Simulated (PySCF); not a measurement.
# Electron affinity of I by level of theory

I⁻ [Xe] (1S) → I [Kr] 4d10 5s2 5p5 (2P), as a difference of total energies. Calculation: PySCF 2.14, in aug-cc-pwCVQZ-PP with ECP28MDF (10s10p8d6f4g1h, 169 functions); scalar relativity through the core potential. Correlated levels: valence: 4s2 4p6 4d10 frozen; valence and next inner shell: nothing frozen outside the core potential. The calculations carry no spin-orbit coupling.

```tsv
method	electron affinity (eV)
UHF	2.286
LDA	3.499
PBE	3.238
PBE0	3.227
r2SCAN	3.248
MP2 (valence)	3.286
SCS-MP2 (valence)	3.234
MP2 (valence and next inner shell)	3.381
SCS-MP2 (valence and next inner shell)	3.297
```

How much does correlation contribute at MP2 (valence and next inner shell)?

3.381 − (2.286) = 1.095 eV, measured against UHF.

The reference lies between the lowest fine-structure levels, while these numbers refer to the centres of the terms.

For comparison: 3.059 eV (measured; photodetachment measurements, as compiled on the Wikipedia data page of electron affinities).
